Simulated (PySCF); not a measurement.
Atom-mapped SMILES (the numbers label the heavy atoms): `[CH2:1]=[CH:2][CH:3]([CH:4]=[CH2:5])/[CH:6]=[CH:7]/[C:8]([F:9])([F:10])[F:11]`. Each H is labelled by its parent atom. Ha(C1), Ha(C5) are cis to C3; Hb(C1), Hb(C5) are trans to C3.

Geometry: PBE0-D3(BJ)/def2-SVP; GIAO shifts from PySCF 2.14.0 with density-fitted response routines, gas phase, non-relativistic, averaged over equivalent atoms.

At PBE0/pcSseg-1 (232 basis functions):
```
        atoms  δ (ppm)
           C6    150.6
        C2/C4    146.0
           C8    128.0
           C7    126.7
        C1/C5    125.6
           C3     56.6
   F9/F10/F11    -81.5
        H(C6)     6.42
  H(C2)/H(C4)     5.84
        H(C7)     5.56
Ha(C1)/Ha(C5)     5.52
Hb(C1)/Hb(C5)     5.48
        H(C3)     3.28
```

Shifts are taken against calculated references (same method and geometry level): 13C (184.41 ppm), 1H (31.27 ppm) against TMS; CFCl3 for 19F (177.25 ppm).

Problem. What do these become at mPW1PW91/pcSseg-2?

Solution. 
```tsv
atoms	δ at mPW1PW91/pcSseg-2	change
C6	155.1	+4.5
C2/C4	150.6	+4.6
C8	132.9	+4.9
C7	130.6	+3.9
C1/C5	127.3	+1.7
C3	59.1	+2.5
F9/F10/F11	-78.0	+3.5
H(C6)	6.61	+0.19
H(C2)/H(C4)	5.94	+0.10
H(C7)	5.77	+0.21
Ha(C1)/Ha(C5)	5.46	-0.06
Hb(C1)/Hb(C5)	5.43	-0.05
H(C3)	3.55	+0.27
```

Shifts are taken against calculated references (same method and geometry level): 13C (183.53 ppm) and 1H (31.29 ppm) against TMS; 19F (177.19 ppm) against CFCl3.

The largest change is at C8 (CF3 carbon). Cost: 522 basis functions. The order of the carbon signals is the same at both levels.

Unscaled 19F shifts against computed CFCl3 carry errors that often reach 10 to 50 ppm.
